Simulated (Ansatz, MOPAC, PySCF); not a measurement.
Isomers of CH4OSi: 1 is C[Si]O, 2 is CO[SiH]; one conformer of each (the lowest of an xTB search), B3LYP-D3(BJ)/def2-TZVP minima.
Isomer 1 (charge 0, multiplicity 1):
```xyz
7

C     -0.8456    -0.0160     0.2424
Si     0.5890    -1.2300    -0.1223
O      1.8940    -0.2093     0.0070
H     -1.8231    -0.5013     0.2053
H     -0.8471     0.8047    -0.4854
H     -0.7265     0.4298     1.2376
H      1.7592     0.7222     0.2202
```
Isomer 2 (charge 0, multiplicity 1, Z-matrix in Å and degrees):
```
C
H 1 1.0910
H 1 1.0910 2 108.76
H 1 1.0932 2 109.65 3 -119.89
O 1 1.4215 2 108.97 3 118.68
Si 5 1.6439 1 131.10 2 120.78
H 6 1.5493 5 97.44 1 0.00
```

```
level                                  electronic energy of isomer 2 less that of isomer 1 (kJ/mol)  minus CCSD(T)/CBS(cc-pV(T+d)Z, cc-pV(Q+d)Z)   cost
-------------------------------------  ------------------------------------------------------------  -------------------------------------------  -----
PM6                                                                                            92.2                                         -6.3      -
HF/3-21G                                                                                       83.0                                        -15.5      -
PBE-D4/def2-TZVPP                                                                              95.4                                         -3.0     ×1
BLYP/def2-TZVPP                                                                                87.3                                        -11.2     ×1
revPBE-D4/def2-TZVPP                                                                           93.6                                         -4.9     ×1
B3LYP/6-31G*                                                                                   62.4                                        -36.1      -
B3LYP/6-311+G**                                                                                88.7                                         -9.8      -
BHLYP-D4/def2-TZVPP                                                                            89.6                                         -8.9     ×1
M06-2X/def2-TZVPP                                                                              94.0                                         -4.5      -
B2PLYP-D4/def2-TZVPP                                                                           92.7                                         -5.8     ×2
MP2/CBS(cc-pV(T+d)Z, cc-pV(Q+d)Z)                                                             104.9                                          6.4      -
SCS-MP2/cc-pV(Q+d)Z                                                                            95.0                                         -3.5      -
CCSD/cc-pV(Q+d)Z                                                                               95.4                                         -3.1      -
CCSD(T)/CBS(cc-pV(T+d)Z, cc-pV(Q+d)Z)                                                          98.5                                          0.0  ×800*
```

 The comparison column counts from a level with limits of its own.

The rows run from 62.4 (B3LYP/6-31G*) to 104.9 kJ/mol (MP2/CBS(cc-pV(T+d)Z, cc-pV(Q+d)Z)).

No zero-point or thermal terms.

Correlated levels freeze the cores. CBS(a, b) extrapolates the correlation energy as X⁻³ and adds the Hartree–Fock energy of set b. Rows in 3-21G, 6-311+G**, 6-31G* carry no dispersion term and start afresh at each structure (6-31G* with six Cartesian d functions). The state that PM6 reach isn't checked.

Codes used: Ansatz (a program for electronic structure) with Gaussian orbitals; MOPAC for PM6 (differences of heats of formation); PySCF for 3-21G rows, 6-311+G** rows, 6-31G* rows, M06-2X, the dispersion terms. 

Costs are rough ratios of core time to PBE/def2-TZVPP (about 2.5 s over the structures, on one shared machine); a dash marks a level with no comparable run of its own. A star marks coupled-cluster runs past 200 virtual orbitals, where the program's memory plan changes under this machine's limit, so their costs aren't comparable with smaller runs.
